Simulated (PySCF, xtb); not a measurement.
C3H3N2, SMILES C1=CN=C[N]1 (connectivity only; charge and spin as stated), charge -1, multiplicity 1.

Harmonic wavenumbers (cm⁻¹) from GFN2-xTB run with xtb at its own minimum, in rising order: 620, 663, 765, 787, 813, 910, 924, 1084, 1092, 1183, 1246, 1287, 1329, 1467, 1493, 2980, 2990, 3013.

Task: What does PySCF with PBE-D3(BJ)/def2-SVPD give at its own minimum? (Estimate from the structure and the level; the computed values follow.)

Result: 652, 681, 695, 749, 754, 899, 902, 1043, 1072, 1184, 1195, 1249, 1294, 1416, 1428, 3064, 3065, 3092. Paired by order, the mean absolute difference is 44 cm⁻¹ and the zero-point energies are 35.2 and 34.9 kcal/mol.
